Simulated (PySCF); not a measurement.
## `N#C[C@@H]1C[C@H](F)CO1`, C5H6FNO

Geometry (Å), atoms numbered from 1 in this order:
```xyz
14

N     2.7626    0.4116   -1.3018
C     1.9737    0.0554   -0.5350
C     0.9943   -0.3978    0.4745
C    -0.2171   -1.0945   -0.1536
C    -1.1058    0.0907   -0.4846
F    -0.7418    0.6085   -1.7068
C    -0.7749    1.0841    0.6223
O     0.4593    0.6816    1.1936
H     1.5353   -1.0485    1.1802
H    -0.6954   -1.7326    0.6037
H     0.0129   -1.6961   -1.0424
H    -2.1765   -0.1622   -0.5312
H    -0.7004    2.0974    0.1950
H    -1.5420    1.0873    1.4136
```

Computed, not measured: PySCF, TDDFT PBE0/def2-SVPD circular dichroism and optical rotation, one conformer, gas phase. Geometry: PBE0-D3(BJ)/def2-SVP.

States above about 8.5 eV lie in this functional's continuum (it starts at minus the energy of the highest occupied orbital, well below the true ionisation energy for most functionals) and depend on the basis.

Task: Assign R or S to each stereocentre.

Result: C3 S, C5 S.

Task: Which excitations and rotatory strengths does the calculation give?

Result: Rotatory strengths R in 10⁻⁴⁰ esu² cm², velocity form and length form (origin at the centre of mass); f in length form.
| state | E (eV) | λ (nm) | f | R (velocity) | R (length) | main |
| --- | --- | --- | --- | --- | --- | --- |
| 1 | 7.08 | 175 | 0.002 | -2.1 | -2.4 | HOMO→LUMO 0.78, HOMO→LUMO+1 0.16 |
| 2 | 7.40 | 167 | 0.003 | -6.0 | -5.8 | HOMO−1→LUMO+1 0.41, HOMO−1→LUMO 0.20 |
| 3 | 7.45 | 166 | 0.008 | +12.6 | +11.8 | HOMO→LUMO+1 0.64, HOMO−1→LUMO+1 0.15 |
| 4 | 7.89 | 157 | 0.003 | +2.2 | +2.0 | HOMO−1→LUMO 0.20, HOMO−2→LUMO+1 0.19 |
| 5 | 8.00 | 155 | 0.006 | -2.5 | -2.0 | HOMO→LUMO+2 0.42, HOMO−2→LUMO+1 0.11 |
| 6 | 8.20 | 151 | 0.005 | -2.8 | -2.7 | HOMO→LUMO+2 0.35, HOMO−2→LUMO 0.20 |
| 7 | 8.38 | 148 | 0.009 | -11.6 | -11.9 | HOMO→LUMO+3 0.87, HOMO→LUMO+2 0.10 |
| 8 | 8.50 | 146 | 0.004 | -9.2 | -8.8 | HOMO−3→LUMO 0.47, HOMO−2→LUMO 0.21 |

Among the states computed, the strongest CD band (largest |R|) is state 3. The largest dissymmetry factor in size, g = 4R/(D+G), with D and G the electric and magnetic dipole strengths, is -0.031 for state 8 (velocity form, f = 0.004), among bands with |R| over 0.5. The mirror image has the same energies and oscillator strengths and all R with the opposite sign.
